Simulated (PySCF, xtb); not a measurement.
SbF3, SMILES [F][Sb]([F])[F].

Harmonic wavenumbers (cm⁻¹) from GFN2-xTB (xtb) at its own minimum, in rising order: 143, 143, 181, 400, 400, 421.

**Question.** What does PBE-D3(BJ)/def2-SVP (PySCF) give at its own minimum? (The exact figures need the calculation; the answer reports its results.)

**Answer.** 179, 180, 221, 622, 622, 630. Paired by order, the mean absolute difference is 128 cm⁻¹ and the zero-point energies are 2.4 and 3.5 kcal/mol.
